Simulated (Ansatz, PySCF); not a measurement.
Caution: the highest occupied level lies above zero, so the state may not be bound. This triplet lies 0.26 eV below the relaxed singlet at the level frozen-core CCSD(T)/aug-cc-pVTZ // PBE0-D3(BJ)/def2-TZVPD (Ansatz, a program for electronic structure).

H$_{4}$BSi, SMILES `[SiH3][BH-]` (lower triplet) (charge -1, multiplicity 3)

Calculation: PBE-D3(BJ)/def2-TZVPD // PBE0-D3(BJ)/def2-TZVPD in PySCF 2.14.0.

```
Item                                            Result
-----------------------------  -----------------------
highest occupied spin orbital                  1.60 eV
total energy                               -8611.86 eV
cost                           roughly 90 core-seconds
```

Bonds (Å): B1–Si2 1.927, B1–H3 1.201, Si2–H4 1.512, Si2–H5 1.526, Si2–H6 1.526. Angles (°): Si2–B1–H3 141.2, B1–Si2–H4 114.0, B1–Si2–H5 119.0, B1–Si2–H6 119.0, H4–Si2–H5 101.0, H4–Si2–H6 101.0, H5–Si2–H6 99.7.
Charge -1, spin multiplicity 3.
